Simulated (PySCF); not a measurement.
# Core-level binding energies of Si(NCS)2H2

Compound: Si(NCS)2H2, C2H2N2S2Si.
Geometry (PBE0-D3(BJ)/def2-SVP, Å), atoms numbered from 1 in this order:
```
atom  x, y, z in Å
Si1   -0.8303   -0.0039   -0.5767
N2    -0.7838   -0.0081    1.1404
C3    -0.7117   -0.0123    2.3349
S4    -0.6234   -0.0176    3.9025
N5     0.7809   -0.0041   -1.1721
C6     1.9193   -0.0076   -1.5411
S7     3.4104   -0.0118   -2.0331
H8    -1.5128    1.2297   -1.0373
H9    -1.5157   -1.2337   -1.0432
```

Computed with delta-SCF UKS SCAN, pcX-2 on the ionised atom, pcseg-1 elsewhere, spin-free X2C in PySCF. Each binding energy is the total energy of the core-ionised species, with the hole localised on one atom, minus that of the ground state; both are solved self-consistently, so orbital relaxation is included.

Problem. List the computed XPS lines with their assignment.

Solution. 
```csv
atom(s),bonded to,level,binding energy (eV),2p1/2 (eV),count
Si1,2 N and 2 H,Si 2p3/2,108.47,109.10,1
Si1,2 N and 2 H,Si 1s,1848.61,–,1
N2/N5,C and Si,N 1s,405.35,–,2
C3/C6,N and S,C 1s,293.55,–,2
S4/S7,C,S 1s,2477.42,–,2
```

Problem. Which effective nuclear charge Zeff reproduces each element's mean 1s value in the hydrogen-like formula E = 13.606 eV × Zeff²?

Solution. C (Z = 6): mean 293.5 eV, Zeff = 4.64, Z − Zeff = 1.36; N (Z = 7): mean 405.4 eV, Zeff = 5.46, Z − Zeff = 1.54; Si (Z = 14): mean 1848.6 eV, Zeff = 11.66, Z − Zeff = 2.34; S (Z = 16): mean 2477.4 eV, Zeff = 13.49, Z − Zeff = 2.51. Means run over the listed sites, weighted by atom count.

Problem. Give the binding energy of N 1s of N2 (atom 2)/N5 in hartree and in kJ/mol.

Solution. 405.35 eV = 14.8963 Eh = 39110 kJ/mol.

The first atom of each set that the bonding makes equivalent was ionised and stands for the set. Not every level is listed. The 2p values aren't plain energy differences: one relaxed spin-free 2p hole is combined with a matrix within the shell (ground-state 2p orbital-energy differences and spin–orbit coupling). 2p3/2, the mean of its two sublevels, lies a third of the splitting below the shell's mean and 2p1/2 two thirds above it; the statistical areas are 2:1. 2p1/2 minus 2p3/2 (ligand field included): Si 0.63 eV. Geometry: PBE0-D3(BJ)/def2-SVP; no solvent, vibrations or thermal averaging.

On one thread, Intel Xeon at 2.70 GHz (x86_64), shared host with 64 logical CPUs at a one-minute load of 61, this took 61 s wall and 0.57 GiB of memory at its peak.
